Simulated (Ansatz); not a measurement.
SiTe2⁻. Charge -1, multiplicity 2. Geometry r2SCAN-D4/def2-TZVPD, basis def2-TZVPD, Ansatz.

```xyz
3

Si    0.008    0.483   -2.104
Te   -0.914   -0.069    0.049
Te    0.905   -0.414    2.055
```

| run | HOMO (eV) | LUMO (eV) |
| --- | --- | --- |
| A | -0.87 | 0.91 |
| B | -0.36 | 0.64 |
| C | -3.33 | 2.99 |
| D | -0.55 | 0.71 |
| E | -1.20 | 1.23 |

In the def2 sets Te takes a core potential; there is no spin–orbit coupling. LC-ωPBE has ω = 0.4 bohr⁻¹. Another isomer (doublet) lies 1.42 eV lower at PBE0-D4/def2-TZVPD; other spin states weren't run for this one.

HOMO and LUMO are taken over both spins.

Q: The runs used LC-ωPBE, PBE, PBE0, r2SCAN, r2SCANh. Estimate which is which.

A: A r2SCANh (10 % exact exchange); B PBE (0 % exact exchange); C LC-ωPBE (range-separated); D r2SCAN (0 % exact exchange); E PBE0 (25 % exact exchange). Exact exchange lowers occupied and raises empty levels; among semilocal functionals meta-GGAs tend to open the gap a little, and such runs are hard to tell apart. The gap grows from 1.00 eV (PBE) to 6.32 eV (LC-ωPBE).
